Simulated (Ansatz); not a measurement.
```yaml
crystal:
  periodic: [false, false, false]
  atoms:
    - {symbol: Sn, position_ang: [-2.171866, 0.592998, 0.329637]}
    - {symbol: Sn, position_ang: [-0.039339, -0.624282, -1.670847]}
    - {symbol: Sn, position_ang: [-0.465583, -1.648741, 1.493780]}
    - {symbol: Sn, position_ang: [0.374155, 2.241853, 0.012951]}
    - {symbol: Cl, position_ang: [0.103792, -3.161859, -0.536001]}
    - {symbol: Cl, position_ang: [-0.719806, 1.107838, 2.495142]}
    - {symbol: Cl, position_ang: [1.179544, 1.760542, -2.409131]}
    - {symbol: Cl, position_ang: [1.739113, -0.268350, 0.284460]}
basis:
  gaussian: {orbitals: def2-TZVP}
magnetization: {spin_polarized: true, initial_magnetization: 2}
hamiltonian: {xc: pbe0, dispersion: d4}
scf: {omitted_lower_state_checks: [starts]}
output: {orbitals: {seedname: orbitals}}
```

```sh
$ ansatz run in.yaml --threads 4 --pin off --events-out ev --progress --plain --max-ram 4787MiB
```

Problem. Does this run fit into the memory that it is given?

Solution. No. It has 348 basis functions, and Ansatz plans for 6 GiB where 5 GiB are given.
